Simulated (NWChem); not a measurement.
CrNH2SOF; SMILES [NH]=[Cr]([OH])([F])=[S]

```xyz
7

Cr     0.0018     0.2487    -0.0297
N     -0.1806     0.6039    -1.5574
H     -0.2614     0.2129    -2.5009
S      0.0539    -1.7124     0.1401
F      1.4657     0.9389     0.5137
O     -1.3379     0.8749     0.8565
H     -1.8675     1.5411     0.3973
```
Atoms are numbered in this order, from 1.

Program: NWChem. Pople sets run with spherical d functions. Coordinates come from a PBE0/def2-SVP optimisation. Level PBE/6-31G*: energy and gradient on several grids; changes count from the extra-fine grid, which is no exact limit either.

```json
[
 {"grid": "xcoarse", "size of the energy change (μHa)": "900", "largest change of a gradient component (μHa/bohr)": "6000"},
 {"grid": "coarse", "size of the energy change (μHa)": "40", "largest change of a gradient component (μHa/bohr)": "500"},
 {"grid": "medium", "size of the energy change (μHa)": "< 10", "largest change of a gradient component (μHa/bohr)": "70"},
 {"grid": "fine", "size of the energy change (μHa)": "< 10", "largest change of a gradient component (μHa/bohr)": "< 30"},
 {"grid": "xfine", "size of the energy change (μHa)": "< 10", "largest change of a gradient component (μHa/bohr)": "< 30"}
]
```
